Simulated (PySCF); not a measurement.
C3H4O2Si, SMILES C#C[SiH2]C(=O)O. Atoms are numbered in the order given.

```xyz
10

C     -0.6459    -2.8829     0.0000
C     -0.0002    -1.8518     0.0000
Si     0.9649    -0.2998     0.0000
C     -0.1570     1.2659     0.0000
O      0.3260     2.3689     0.0000
O     -1.4742     1.0445     0.0000
H     -1.2199    -3.7929     0.0000
H      1.8107    -0.2109     1.2211
H      1.8107    -0.2109    -1.2211
H     -1.9058     1.9176     0.0000
```
Charge 0, spin multiplicity 1.

Coordinates come from a PBE0-D3(BJ)/def2-SVP optimisation. This is a generated structure with no PubChem entry under its InChIKey; it may be hypothetical. The values are those of a single conformer.

Method: PBE0-D3(BJ)/def2-SVP (PySCF).

Frequencies are harmonic and unscaled.

Computed normal modes with their intensities:
```tsv
mode	ν (cm⁻¹)	IR (km/mol)	moving atoms (share of kinetic energy)
1	26	0.8	O 62 %, Si 15 %, C 13 %, H 10 %
2	92	0.0	C 40 %, O 34 %, Si 13 %, H 13 %
3	229	6.6	C 46 %, O 42 %, H 10 %
4	230	6.6	C 65 %, H 35 %
5	345	8.3	C 60 %, O 31 %
6	380	1.4	H 53 %, C 36 %
7	446	67.8	Si 47 %, O 36 %, H 10 %
8	628	141.0	H 64 %, C 20 %, Si 15 %
9	651	44.8	C 48 %, Si 39 %, H 10 %
10	712	25.2	H 80 %, C 10 %, O 9 %
11	717	42.4	O 44 %, H 28 %, C 21 %
12	749	37.1	H 75 %, C 25 %
13	751	26.3	H 75 %, C 25 %
14	774	17.7	H 57 %, C 34 %, O 8 %
15	843	232.0	H 80 %, Si 16 %
16	928	89.1	H 95 %
17	1192	195.1	O 48 %, H 38 %, C 14 %
18	1351	46.6	C 54 %, H 31 %, O 14 %
19	1852	277.5	C 60 %, O 38 %
20	2170	44.1	C 90 %, H 10 %
21	2264	56.3	H 98 %
22	2268	74.3	H 96 %
23	3474	57.2	H 86 %, C 14 %
24	3738	58.4	H 94 %
```
